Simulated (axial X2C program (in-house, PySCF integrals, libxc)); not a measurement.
**Which molecule has these constants?**

All values come from calculations with an in-house all-electron X2C program for linear molecules (integrals from PySCF), spin-free (one-electron X2C) or two-component (2c: spin–orbit coupling with atomic mean-field Coulomb and Gaunt terms, which also bring small scalar terms), in Dyall basis sets with cores contracted in-house; open shells are unrestricted.

A two-component PBE0 calculation in a Dyall 3-zeta basis gave Re = 3.210 Å, ωe = 186.7 cm⁻¹, Ω = 1/2.

Which molecule is it?
A. NaIn⁺
B. InH⁺
C. LiIn⁺

C. The others have InH⁺ 1.843 Å and 1105.8 cm⁻¹ (Ω = 1/2); NaIn⁺ 3.520 Å and 97.8 cm⁻¹ (Ω = 1/2).

Each entry is the lowest single determinant of a limited PBE0 search at one distance. De goes to single-determinant-based atoms at the same level (for ions the charge split of lowest energy) and is withheld (n/a) where an atom does not fit its ground term or J level. Main or longest-lived isotopes. The functionals have no current term, which raises determinants with orbital currents.
